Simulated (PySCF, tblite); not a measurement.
C6H6N2S.
Structure used (GFN2-xTB), in Å, numbered top down from 1:
```
atom  x, y, z in Å
C1    -2.5464   -1.0625    1.0003
C2    -1.3794   -0.8910    0.3893
C3    -0.6011    0.3219    0.5070
N4    -1.0354    1.3563    1.2559
N5    -0.2850    2.3562    1.2885
S6     1.0988    2.1796    0.3857
C7     0.6330    0.5896   -0.0957
C8     1.4130   -0.2513   -0.9564
C9     2.5835    0.0912   -1.4885
H10   -2.9627   -0.2866    1.6189
H11   -3.1084   -1.9746    0.8981
H12   -0.9592   -1.6694   -0.2325
H13    0.9863   -1.2236   -1.1642
H14    3.1269   -0.5805   -2.1292
H15    3.0317    1.0527   -1.2991
```

Level of theory: CAM-B3LYP/def2-SVPD in PySCF (dipole) on a GFN2-xTB geometry, gas phase.

Masses are those of the commonest isotopes; rigid-rotor values at the optimised geometry. The values belong to one conformer with, in the numbering `[CH2:1]=[CH:2][c:3]1[n:4][n:5][s:6][c:7]1[CH:8]=[CH2:9]`, C1–C2–C3–N4 0°, S6–C7–C8–C9 0°.

Problem. What are A, B and C (MHz)?

Solution. Ia = 232.24, Ib = 397.38, Ic = 629.62 u·Å²; 505379 MHz·u·Å²/I gives A = 2176, B = 1272, C = 802.7 MHz.

Problem. What kind of rotor is it?

Solution. An asymmetric top; Ray's κ = -0.317.

Problem. Is it planar, by Δ = Ic − Ia − Ib?

Solution. Planar: Δ = Ic − Ia − Ib = 0.00 u·Å². For a rigid frame Δ = −2 Σ m c², so it vanishes when all atoms lie in the ab plane; here none is more than 0.01 Å from it.

Problem. List the rotational levels J(Ka,Kc) to J = 2 (K).

Solution. Above 0(0,0), as E/k:
J = 1: 1(0,1) 0.100, 1(1,1) 0.143, 1(1,0) 0.165
J = 2: 2(0,2) 0.292, 2(1,2) 0.320, 2(1,1) 0.387, 2(2,1) 0.517, 2(2,0) 0.524
The levels of one J sum to (2J + 1)J(J + 1)(A + B + C)/3.

Problem. Which types of transition are allowed, and where do some lines up to J = 5 fall?

Solution. The dipole components are |μa| = 1.51 D, |μb| = 3.39 D, |μc| = 0.00 D; the mirror of this Cs structure is the ab plane, so μc vanishes by symmetry and there are no c-type lines. Intensities carry the squares of the components, which stand as 0.20 : 1.00 (a : b). Some lines, for components of 0.1 D or more:

```tsv
type	branch	J(Ka,Kc)	MHz	lower level (cm⁻¹)
a	Q	3(1,2) ← 3(1,3)	2787	0.404
b	Q	2(2,0) ← 2(1,1)	2854	0.269
b	Q	3(1,2) ← 3(0,3)	3076	0.394
b	R	5(3,2) ← 4(4,1)	3501	1.304
b	Q	2(2,1) ← 2(1,2)	4120	0.222
a	R	3(0,3) ← 2(0,2)	5728	0.203
b	Q	5(3,3) ← 5(2,4)	6677	1.176
b	Q	5(4,1) ← 5(3,2)	7221	1.420
b	R	2(2,1) ← 1(1,0)	7331	0.115
b	Q	4(4,1) ← 4(3,2)	7789	1.044
b	R	2(2,0) ← 1(1,1)	7941	0.099
a	R	5(1,5) ← 4(1,4)	8797	0.642
b	R	4(2,3) ← 3(1,2)	10301	0.497
a	R	5(4,2) ← 4(4,1)	10682	1.304
a	R	5(2,3) ← 4(2,2)	11527	0.894
b	R	5(5,0) ← 4(4,1)	20648	1.304
```

Problem. Estimate the classical rotational partition function at 25 K, 50 K and 500 K.

Solution. Point group Cs, symmetry number σ = 1; q = (√π/σ)·√((kT/h)³/(ABC)), k/h = 20836.6 MHz/K: 14100 at 25 K, 40000 at 50 K, 1260000 at 500 K.

Its GFN2-xTB frequencies are all real (lowest 68 cm⁻¹). These are rigid-rotor constants of the computed structure; measured ground-state constants (B0) also hold zero-point vibration. Quadrupole hyperfine structure (14N) is left out.
